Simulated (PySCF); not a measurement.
This PySCF input asks for the NMR shieldings of `InChI=1S/C8H13OP/c1-4-5-10-6-8(9-3)7(10)2/h1,7-8H,5-6H2,2-3H3/t7-,8+,10?/m0/s1`; the geometry comes from GFN2-xTB.

```python
import basis_set_exchange as bse
import numpy as np
from pyscf import gto, dft
from pyscf.prop import nmr

atoms = """
C     3.359984   -2.287870    0.501946
C     2.718304   -1.306334    0.745376
C     1.915454   -0.136753    1.002665
P     1.423606    0.681703   -0.612162
C     0.070625   -0.534092   -1.079098
C    -0.997889    0.232839   -0.271327
O    -1.359329   -0.387719    0.941809
C    -2.267155   -1.448102    0.793372
C    -0.165071    1.493651    0.029421
C    -0.591267    2.722630   -0.753622
H     3.933715   -3.144861    0.311184
H     2.492773    0.588626    1.585007
H     1.008523   -0.411837    1.550487
H    -0.133775   -0.543966   -2.149476
H     0.255644   -1.553489   -0.742084
H    -1.907602    0.444409   -0.857136
H    -3.200144   -1.105161    0.328633
H    -1.850187   -2.259478    0.185773
H    -2.475956   -1.819697    1.794778
H    -0.147705    1.710764    1.100122
H    -1.588091    3.041182   -0.451624
H    -0.603530    2.510111   -1.821395
H     0.104319    3.540429   -0.576691
"""
names = dict.fromkeys(["C", "P", "O", "H"], "pcSseg-1")
basis = {el: gto.basis.parse(bse.get_basis(n, elements=[el], fmt="nwchem")) for el, n in names.items()}
mol = gto.M(atom=atoms, basis=basis, charge=0, verbose=0)
mf = dft.RKS(mol, xc="PBE0")
mf.grids.level = 2
mf.grids.alignment = dft.numint.BLKSIZE   # the property module wants whole blocks of grid points
mf.conv_tol = 1e-9
mf.kernel()

calc = nmr.RKS(mf)   # GIAO
C = mf.mo_coeff
Co = C[:, mf.mo_occ > 0]
resp = mf.gen_response(singlet=True, hermi=2)
def vind(x):   # induced exchange potential for any number of trial vectors
    d = np.einsum("pi,xij,qj->xpq", C, 2 * x.reshape(-1, C.shape[1], Co.shape[1]), Co, optimize=True)
    return np.einsum("xpq,pi,qj->xij", resp(d - d.transpose(0, 2, 1)), C, Co, optimize=True).ravel()
mo1, _ = nmr.rhf.solve_mo1(calc, with_cphf=vind)
sigma = calc.kernel(mo1)
for i, s in enumerate(sigma):   # ppm
    print("%2d %-2s %9.2f" % (i, mol.atom_pure_symbol(i), np.trace(s) / 3))
```

**Question.** What does it print?

**Answer.** 
```
 0 C     112.64
 1 C     100.82
 2 C     164.68
 3 P     340.51
 4 C     165.47
 5 C      96.04
 6 O     275.19
 7 C     129.42
 8 C     145.95
 9 C     166.22
10 H      30.41
11 H      29.10
12 H      28.00
13 H      29.76
14 H      29.85
15 H      27.97
16 H      28.77
17 H      28.15
18 H      27.90
19 H      30.06
20 H      30.34
21 H      30.41
22 H      30.37
```

These numbers come from an equivalent density-fitted implementation of the same equations, which agrees with the script to about 0.01 ppm for H and up to a few tenths of a ppm for heavy atoms, so last digits may differ.

Size and cost of the density-fitted run: 242 basis functions, 41 s wall time on 1 thread of an x86-64 server CPU, shared host.
